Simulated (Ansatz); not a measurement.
The cluster Al₂Cu. Total charge 0; doublet. Geometry PBE0-D4/def2-TZVP.

```xyz
3

Al    0.220    1.239   -0.681
Al    0.833   -0.419    1.086
Cu   -1.053   -0.820   -0.405
```

The 6-31G sets use Cartesian d functions. B3LYP takes the VWN-RPA correlation. The structure comes from a short search, and lower isomers may exist.

Question: Estimate the α-spin orbital energies around the gap (eV) in Ansatz with PBE-D4/def2-SVP, revPBE-D4/def2-TZVP, r2SCAN-D4/def2-TZVP, r2SCAN-D4/def2-TZVPD, B3LYP-D4/6-31G.

Answer: 
```csv
orbital,PBE-D4/def2-SVP,revPBE-D4/def2-TZVP,r2SCAN-D4/def2-TZVP,r2SCAN-D4/def2-TZVPD,B3LYP-D4/6-31G
HOMO−13,-69.30,-69.20,-71.08,-71.09,-73.36
HOMO−12,-69.29,-69.20,-71.08,-71.08,-73.33
HOMO−11,-69.29,-69.20,-71.07,-71.07,-73.33
HOMO−10,-69.23,-69.13,-71.01,-71.01,-73.29
HOMO−9,-69.23,-69.13,-71.00,-71.01,-73.29
HOMO−8,-10.05,-10.08,-10.50,-10.51,-11.39
HOMO−7,-7.13,-7.24,-7.49,-7.49,-7.88
HOMO−6,-6.25,-6.50,-6.73,-6.73,-6.60
HOMO−5,-6.18,-6.46,-6.72,-6.72,-6.43
HOMO−4,-5.83,-6.16,-6.39,-6.39,-6.14
HOMO−3,-5.82,-6.15,-6.38,-6.38,-6.10
HOMO−2,-5.79,-5.94,-6.12,-6.12,-6.07
HOMO−1,-5.08,-5.14,-5.30,-5.30,-5.64
HOMO,-3.93,-3.99,-4.27,-4.28,-4.40
LUMO,-3.51,-3.52,-3.49,-3.49,-2.98
LUMO+1,-2.08,-2.14,-2.07,-2.09,-1.66
LUMO+2,-1.94,-1.98,-1.85,-1.86,-1.58
LUMO+3,-1.65,-1.67,-1.58,-1.58,-1.11
LUMO+4,0.90,0.48,0.60,-0.12,0.23
LUMO+5,1.13,0.50,1.05,0.67,1.09
β HOMO,-4.93,-5.00,-5.18,-5.18,-5.51
β LUMO,-3.40,-3.41,-3.46,-3.47,-2.87
```
